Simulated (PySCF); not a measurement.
**Correlation energy of Ge²⁺ (germanium, charge +2)**

[Ar] 3d10 4s2, closed-shell 1S. Calculation: PySCF 2.14, in aug-cc-pVDZ-DK (6s5p3d, 36 functions); scalar relativity by spin-free X2C-1e. Frozen: [Ar] 3d10; 2 electrons correlated.

Total MP2 correlation energy: -25.68 mhartree.

Same-spin part 0.00 and opposite-spin part -25.68 mhartree; SCS-MP2 scales them by 1/3 and 6/5 to -30.82 mhartree.

With two correlated electrons CCSD is exact within the correlated space (frozen core and kept virtual orbitals).

```csv
level,correlation energy (mhartree)
CCSD,-38.04
```

Diagnostics: T1 = 0.0036, D1 = 0.0051, largest double amplitude 0.102.

Cost of the coupled-cluster step: 0.04 s of wall time on 1 thread of Intel(R) Xeon(R) Platinum 8559C (shared host), for 2 correlated electrons.
